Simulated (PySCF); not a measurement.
# NMR problem set

Non-relativistic, no solvent model, one conformer, one averaged value for each set of equivalent atoms. σ from GIAO-PBE0/pcSseg-1; geometry from GFN2-xTB; PySCF 2.14.

δ = σ(ref) − σ, references computed at the same level: ¹H and ¹³C against TMS. Splittings of carbon signals by F and P are missing where no couplings were computed. Where no couplings were computed, multiplicities follow the n + 1 count of equivalent neighbours, and m marks all less simple cases (inequivalent or close neighbours, rings, F or P nearby). Shifts are as computed. Against solution values, carbons near 30 ppm lie about +3 ppm off and those near 130 ppm about +5 ppm. Of 1211 compounds with measured shifts, 218 miss one by over three times the rms of a fit or turn the order of signals round; such compounds aren't used in these exercises. OH and NH positions are gas-phase values without hydrogen bonding to other molecules.

Q: C₃H₉FSi₂. ¹H NMR (500 MHz, computed): δ 6.79 (m, 1H), 5.47 (m, 2H), 4.27 (s, 3H), 4.00 (d, 3H). ¹³C{¹H} NMR (computed): δ 174.7 (C), 136.8 (CH), 89.7 (CH2). What is it?

A: SMILES FC/C([SiH3])=C\[SiH3]. The formula gives 1 degree of unsaturation (no ring in the answer). 3 carbon signals for 3 carbons: no two carbons are equivalent. Carbon types of the structure: 1 × C, 1 × CH, 1 × CH2, leaving 6 H on heteroatoms. δC 174.7: fully substituted alkene carbon. δC 136.8: alkene CH; as expected for a trigonal carbon in a double bond. δC 89.7: allylic sp3 CH2 bonded to F; pulled downfield by the heteroatom. δH 6.79: hydrogen on an alkene CH; a vinylic proton, deshielded by the sp2 carbon and the C=C anisotropy.

The shifts were computed for this structure.

Q: C₇H₁₆N₂. ¹H NMR (300 MHz, computed): δ 4.21 (br s, 1H), 2.03 (s, 3H), 1.66 (s, 3H), 1.22 (s, 9H). ¹³C{¹H} NMR (computed): δ 134.4 (C), 54.7 (C), 30.1 (CH3), 29.8 (CH3), 14.6 (CH3). Identify the compound.

A: `CC(C)=NNC(C)(C)C`. Rings plus π bonds: 1 (no ring in the answer). 5 carbon signals for 7 carbons: some carbons are equivalent by symmetry or fast rotation. Carbon types of the structure: 2 × C, 5 × CH3, leaving 1 H on heteroatoms. δC 134.4: C=N carbon. δC 54.7: fully substituted sp3 carbon bonded to N; the inductive effect lowers its shielding. δC 30.1, 29.8, 14.6: methyl carbon; a saturated carbon with 1 carbon neighbour and no heteroatom attached. δH 4.21: hydrogen on a nitrogen bonded to O or N; labile proton, position sensitive to the medium.

The data come from this structure; uniqueness wasn't tested.
